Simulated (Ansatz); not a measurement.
Program: Ansatz. Geometries: PBE0-D4/def2-TZVP. ΔE: electronic, gas phase. CCSD(T)/CBS adds triple-zeta CCSD(T) − MP2 to the extrapolated MP2 energy (def2 sets, frozen cores). This one scheme is used for every species. Functionals use def2-TZVPP. For Ge outer-core shells are correlated without core-valence functions, which leaves a few kJ/mol of doubt a bond. Scalar relativity is left out up to krypton. Each species was taken in one conformer, which may not be the lowest.

Consider the cleavage of the Ge–Ge bond: `[OH][Ge]([GeH3])([GeH3])[GeH3]` + H₂S → `[SH][GeH3]` + `[OH][GeH]([GeH3])[GeH3]`.

```tsv
level	ΔE (kJ/mol)	difference from CCSD(T)/CBS
LDA (SPW92)	0.3	1.3
PBE-D4	1.3	2.3
PBE0-D4	-2.0	-1.0
r2SCAN0-D4	-5.3	-4.3
BHLYP-D4	-4.3	-3.3
ωB97M-V	-5.7	-4.7
r2SCANh	-6.5	-5.5
BHLYP	-13.6	-12.6
MP2/def2-SVP	-5.6	-4.6
HF/def2-TZVPP	-23.5	-22.5
CCSD(T)/CBS	-1.0	0
```

Largest T1 diagnostic among the species: 0.012.

From BLYP to BHLYP (50 % exact exchange), in def2-TZVPP and without D4, ΔE moves by −6.8 kJ/mol. The D4 term adds +7.9 kJ/mol with B3LYP and +4.9 kJ/mol with PBE0; it sums over pairs of atoms, weighted by their polarisabilities, and B3LYP, whose exchange is more repulsive, gets the larger term. In def2-TZVPP, CCSD(T) changes the Hartree–Fock value by +21.8 kJ/mol (the triples alone add +2.0 kJ/mol) and MP2 by +21.4 kJ/mol.

B3LYP here is the variant with VWN-RPA as its local correlation; programs differ in this.
